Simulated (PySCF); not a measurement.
**Working out the ionisation energy of Ne⁺**

Ne⁺ [He] 2s2 2p5 (2P) → Ne²⁺ [He] 2s2 2p4 (3P). Computed with PySCF 2.14 in 6-31G* (3s2p1d, 14 functions), with the non-relativistic Hamiltonian (point nucleus). Frozen: 1s2. Energies in hartree (1 hartree = 27.21139 eV):

```
            part  Ne⁺ (lower)  Ne²⁺ (upper)
             UHF  -127.750609   -126.299810
CCSD correlation    -0.104344     -0.066069
             (T)    -0.001387     -0.000728
```

What does Hartree-Fock give?

(-126.299810) − (-127.750609) = 1.450799 hartree = 39.478 eV.

What do CCSD and CCSD(T) give?

The CCSD correlation energies differ by 0.038275 hartree = 1.042 eV and the triples by 0.000659 hartree = 0.018 eV, so CCSD gives 40.520 eV and CCSD(T) 40.538 eV.

Reference: 40.963 eV (measured; NIST Atomic Spectra Database, ionization energies), between the lowest levels; spin-orbit coupling is absent from the calculation.

What remains against the reference includes basis incompleteness, the frozen core and higher excitations.
